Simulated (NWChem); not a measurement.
Program: NWChem. System: BCl, charge 0, spin multiplicity 1, at a geometry optimised with B3LYP/def2-SVP. The structure started from a generated list of species. Level: CCSD(T)/def2-TZVP, 6 core orbitals frozen.

NWChem printed:

```
             Northwest Computational Chemistry Package (NWChem) 7.3.0
             --------------------------------------------------------

                                NWChem Input Module
                                -------------------

 Scaling coordinates for geometry "geometry" by  1.889725989
 (inverse scale =  0.529177249)

 Turning off AUTOSYM since
 SYMMETRY directive was detected!

                             Geometry "geometry" -> ""
                             -------------------------

 Output coordinates in angstroms (scale by  1.889725989 to convert to a.u.)

  No.       Tag          Charge          X              Y              Z
 ---- ---------------- ---------- -------------- -------------- --------------
    1 B                    5.0000     0.00000000     0.00000000    -1.33113900
    2 Cl                  17.0000     0.00000000     0.00000000     0.39151100

 Effective nuclear repulsion energy (a.u.)      26.1109721446

            Nuclear Dipole moment (a.u.)
            ----------------------------
        X                 Y               Z
 ---------------- ---------------- ----------------
     0.0000000000     0.0000000000    -0.0000151178

      Symmetry information
      --------------------

 Group name             C2v
 Group number             16
 Group order               4
 No. of unique centers     2

      Symmetry unique atoms

     1    2


 Summary of "ao basis" -> "" (spherical)
 ------------------------------------------------------------------------------
       Tag                 Description            Shells   Functions and Types
 ---------------- ------------------------------  ------  ---------------------
 *                         def2-tzvp                  on all atoms

 Summary of "ao basis" -> "ao basis" (spherical)
 ------------------------------------------------------------------------------
       Tag                 Description            Shells   Functions and Types
 ---------------- ------------------------------  ------  ---------------------
 B                         def2-tzvp                11       31   5s3p2d1f
 Cl                        def2-tzvp                13       37   5s5p2d1f

                                 NWChem SCF Module
                                 -----------------

  ao basis        = "ao basis"
  functions       =    68
  atoms           =     2
  closed shells   =    11
  open shells     =     0
  charge          =   0.00
[...]
     2   0 0 2    -17.421945      0.000000     40.943787

                   NWChem Extensible Many-Electron Theory Module
                   ---------------------------------------------


            General Information
            -------------------
      Number of processors :     1
         Wavefunction type : Restricted Hartree-Fock
          No. of electrons :    22
           Alpha electrons :    11
            Beta electrons :    11
           No. of orbitals :   136
            Alpha orbitals :    68
             Beta orbitals :    68
        Alpha frozen cores :     6
         Beta frozen cores :     6
     Alpha frozen virtuals :     0
      Beta frozen virtuals :     0
         Spin multiplicity : singlet
    Number of AO functions :    68
       Number of AO shells :    24
        Use of symmetry is : on
      Symmetry adaption is : on
         Schwarz screening : 0.10D-09

          Correlation Information
          -----------------------
          Calculation type : Coupled-cluster singles & doubles w/ perturbation
   Perturbative correction : (T)
            Max iterations :      100
        Residual threshold : 0.10D-05
     T(0) DIIS level shift : 0.00D+00
     L(0) DIIS level shift : 0.00D+00
     T(1) DIIS level shift : 0.00D+00
     L(1) DIIS level shift : 0.00D+00
     T(R) DIIS level shift : 0.00D+00
     T(I) DIIS level shift : 0.00D+00
   CC-T/L Amplitude update :  5-th order DIIS
                I/O scheme : Global Array Library
        L-threshold :  0.10D-05
        EOM-threshold :  0.10D-05
 no EOMCCSD initial starts read in
 TCE RESTART OPTIONS
 SLICE:      F
 D4D5:       F
 quantumc:   F
 qrotation:  F
 pwtce:      F
 qducc:      F
 nacto:                         0
 nrotv:                         0
 nrot:                          0

            Memory Information
            ------------------
          Available GA space size is     249032176 doubles
          Available MA space size is     104850836 doubles

 Maximum block size supplied by input
 Maximum block size        24 doubles

 tile_dim =     23

 -------------------------------------------------

 Global array virtual files algorithm will be used

 Parallel file system coherency ......... OK

 4-electron integrals stored in orbital form

 v2    file size   =          1193862
 4-index algorithm nr.  13 is used
 imaxsize =       30
 imaxsize ichop =        0


CCSD iterations
 ---------------------------------------------------------
 Iter          Residuum       Correlation     Cpu    Wall
 ---------------------------------------------------------
    1   0.1365024275334  -0.2564216220963     0.1     0.1
    2   0.0432622163607  -0.2765453023271     0.1     0.1
    3   0.0197786451515  -0.2830987216981     0.1     0.1
    4   0.0105025501177  -0.2851900173055     0.1     0.1
    5   0.0058733178114  -0.2862027712605     0.1     0.1
    6   0.0013906933526  -0.2871578045749     0.1     0.1
    7   0.0005487039246  -0.2872126408611     0.1     0.1
    8   0.0003226376747  -0.2872242439647     0.1     0.1
    9   0.0001772806815  -0.2872253639316     0.1     0.1
   10   0.0001084253822  -0.2872311207853     0.1     0.1
   11   0.0000192060603  -0.2872363902587     0.1     0.1
   12   0.0000070037172  -0.2872385688363     0.1     0.1
   13   0.0000034650742  -0.2872393529590     0.1     0.1
   14   0.0000018429456  -0.2872396145010     0.1     0.1
   15   0.0000010332995  -0.2872397570952     0.1     0.1
   16   0.0000002741904  -0.2872398978812     0.1     0.1
 -----------------------------------------------------------------
 Iterations converged
 CCSD correlation energy / hartree =        -0.287239897881187
 CCSD total energy / hartree       =      -484.435744976740466

 Singles contributions

 Doubles contributions
 CCSD(T)
 Using plain CCSD(T) code
             total no. of tasks          230
 total no. of tasks / no. procs          230
                         wl_min          504           2.8
                         wl_max       328509           8.3
        thresh for no. of tasks          230

 CCSD[T]  correction energy / hartree =        -0.014089429653063
 CCSD[T] correlation energy / hartree =        -0.301329327534249
 CCSD[T] total energy / hartree       =      -484.449834406393506
 CCSD(T)  correction energy / hartree =        -0.013696117523766
 CCSD(T) correlation energy / hartree =        -0.300936015404952
 CCSD(T) total energy / hartree       =      -484.449441094264216

 Task  times  cpu:        6.5s     wall:        6.5s

 Total times  cpu:        6.5s     wall:        6.5s
```

Question: Write an NWChem input that would produce this output.

Answer: This is not unique; one that fits is 
```
start mol
memory heap 100 mb stack 700 mb global 1900 mb
geometry units angstroms nocenter noautoz
  B      0.000000     0.000000    -1.331139
  Cl     0.000000     0.000000     0.391511
  symmetry group C2v
end
basis spherical
  * library def2-tzvp
end
scf
  rhf
  nopen 0
  maxiter 100
  thresh 1e-7
  semidirect memsize 60000000 filesize 0
end
tce
  freeze core 6
  ccsd(t)
  2eorb
  2emet 13
  thresh 1e-6
  maxiter 100
  tilesize 24
end
task tce energy
```
